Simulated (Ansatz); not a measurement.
Dissociation curve of SMILES [BeH2]. The Be1–H3 bond (Be1 also carries H; H3 carries nothing else) is varied alone, starting from the PBE0/def2-TZVP optimised geometry.

- RHF/cc-pVTZ (Ansatz, a program for electronic structure)
- RMP2 = MP2 on RHF/cc-pVTZ, frozen core (Ansatz)
- UHF/cc-pVTZ (Ansatz)
- UMP2 = MP2 on UHF/cc-pVTZ, frozen core (Ansatz)
- UCCSD = Ansatz with CCSD on UHF/cc-pVTZ, frozen core
- UCCSD(T) = Ansatz with CCSD(T) on UHF/cc-pVTZ, frozen core
- RKS-BLYP = restricted BLYP/cc-pVTZ in Ansatz
- UKS-BLYP = Ansatz with unrestricted BLYP/cc-pVTZ
- RKS-PBE = restricted PBE/cc-pVTZ run with Ansatz
- UKS-PBE = unrestricted PBE/cc-pVTZ run with Ansatz
- FCI = Ansatz with full CI/cc-pVTZ, frozen core

All curves are set to zero at 1.33 Å and compared with full CI in the same basis at 1.33, 1.34, 1.39, 1.43, 1.49, 1.56, 1.65, 1.81, 2.01, 2.22, 2.38, 2.64, 2.96, 3.24, 3.62, 4.01, 4.64 Å.

Task: Which method stays most parallel to full CI over these points, and which least?

Result: UCCSD(T) has the smallest spread and RHF the largest. In order (kJ/mol): UCCSD(T) 4.73, UKS-BLYP 5.35, UCCSD 7.54, UKS-PBE 14.57, UMP2 62.74, RKS-BLYP 93.05, RKS-PBE 103.20, UHF 105.06, RMP2 145.46, RHF 268.93.

Errors against full CI at some of the points (kJ/mol):

```
method    1.65 Å  2.01 Å  2.64 Å  3.24 Å  4.64 Å
--------  ------  ------  ------  ------  ------
UCCSD(T)     0.1     0.3     2.2     4.6     0.5
UKS-BLYP     0.4    -0.9     4.2     1.9     1.6
UCCSD        0.3     1.1     4.9     7.5     0.3
UKS-PBE     -2.7    -5.4     1.2    -2.9   -13.1
UMP2         3.3    10.8    42.0     7.1   -14.3
RKS-BLYP     0.4    -0.9     4.4    28.1    92.2
RKS-PBE     -2.7    -5.4     1.2    28.1    97.8
UHF          3.4    13.6   -14.0   -62.2   -86.9
RMP2         3.3    10.8    37.8    81.0   145.5
RHF          3.4    13.6    51.7   114.7   268.9
```

The restricted form behind RHF, RMP2, RKS-BLYP, RKS-PBE keeps the bonding electrons paired and can't separate into open-shell fragments. The T1 diagnostic of CCSD on the restricted reference of RMP2 exceeds 0.045 at 2.96 to 4.64 Å. The unrestricted determinant behind UHF, UMP2, UCCSD, UCCSD(T) is spin-contaminated at 2.22 to 4.64 Å (<S²> up to 1.0, against 0.00 for a pure singlet). The unrestricted determinant behind UKS-BLYP is spin-contaminated at 2.64 to 4.64 Å (<S²> up to 1.0, against 0.00 for a pure singlet). The unrestricted determinant behind UKS-PBE is spin-contaminated at 2.96 to 4.64 Å (<S²> up to 1.0, against 0.00 for a pure singlet).
